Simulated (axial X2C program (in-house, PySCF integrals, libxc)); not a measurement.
**Potential curves of CoSi, 2c**

Computed with an in-house relativistic program for diatomic molecules. Two-component (2c) means X2C with spin–orbit coupling and atomic mean-field two-electron Coulomb and Gaunt terms. Basis: Co dyall-cv3z [9s10p6d3f2g], Si dyall-v3z [8s7p2d1f] (cores contracted in-house); Gaussian nuclei, density fitting, unrestricted open shells. Masses: Co 58.933 u, Si 27.977 u.

State: Ω = 7/2 (⟨Sz⟩ = 0.50, ⟨Lz⟩ = 3.00 at PBE0). Energies in eV from the lowest point of each curve. Fits are polynomials in 1 − R0/R over 0.85 to 1.23 times the lowest point R0.

| R (Å) | PBE0 | CCSD(T) | CCSD | BP86 |
| --- | --- | --- | --- | --- |
| 1.9671 | 0.5100 |  |  | 0.2569 |
| 2.0575 | 0.2129 | 0.2613 | 0.3402 | 0.0753 |
| 2.1253 | 0.0840 | 0.1309 | 0.1855 | 0.0136 |
| 2.1932 | 0.0175 | 0.0489 | 0.0832 | 0.0000 |
| 2.2610 | 0.0000 | 0.0076 | 0.0246 | 0.0235 |
| 2.3401 | 0.0268 | 0.0000 | 0.0000 | 0.0864 |
| 2.4193 | 0.0913 | 0.0253 | 0.0112 | 0.1773 |
| 2.5210 | 0.2121 | 0.0914 | 0.0626 | 0.3211 |
| 2.6454 | 0.3953 |  |  | 0.5206 |
| 2.8262 | 0.6911 |  |  | 0.8252 |

Correlated methods: 13 electrons correlated (number of frozen shells: Co 3 s, 2 p; Si 2 s, 1 p), 221 virtual spin orbitals or spinors in MP2, 90 natural virtuals in coupled cluster.

Occupations by symmetry block were frozen at the best pattern of an incomplete PBE0 search. Density functionals use the spin component along the axis (collinear). CCSD and (T) use frozen natural virtuals with an MP2 correction for the truncation; (T) itself is uncorrected, so its De runs slightly low. PBE0 can misorder states that lie within some tenths of an eV, so this need not be the ground state of the molecule. The nearest other spin-free determinant of the search, M_S = 3/2, Λ = 3, lies 0.05 eV up at the distance of the search. The functionals have no current-density term, which raises determinants with orbital currents, atoms included. With several unpaired electrons one determinant need not be a pure state. A state of lower Ω lies just above, and one determinant can place such states too high, so the state shown need not be the lowest. The search has Ω = 5/2 only 0.05 eV up. At some level and bond length an empty orbital lies below a filled one. The determinant is spin-polarised beyond a pure state at some levels (its spin-free form has ⟨S²⟩ too high), which makes Re and μ there less reliable. The T1 diagnostic is large, a sign of multireference character. Coupled cluster ran on the points near the minimum only. MP2 and coupled cluster on one determinant become unreliable at the stretched end.

Question: Fit the PBE0 curve near its minimum: give the equilibrium distance and the harmonic wavenumber.

Answer: At PBE0, 2c: Re = 2.255 Å, ωe ≈ 346 cm⁻¹; Be follows as 0.175 cm⁻¹.

Question: Fit the CCSD(T) curve near its minimum: give the equilibrium distance and the harmonic wavenumber.

Answer: At CCSD(T), 2c: Re = 2.316 Å, ωe ≈ 287 cm⁻¹; Be follows as 0.166 cm⁻¹.

Question: What are Re and ωe at the CCSD level?

Answer: At CCSD, 2c: Re = 2.351 Å, ωe ≈ 279 cm⁻¹; Be follows as 0.161 cm⁻¹.

Question: What are Re and ωe at the BP86 level?

Answer: At BP86, 2c: Re = 2.181 Å, ωe ≈ 347 cm⁻¹; Be follows as 0.187 cm⁻¹.
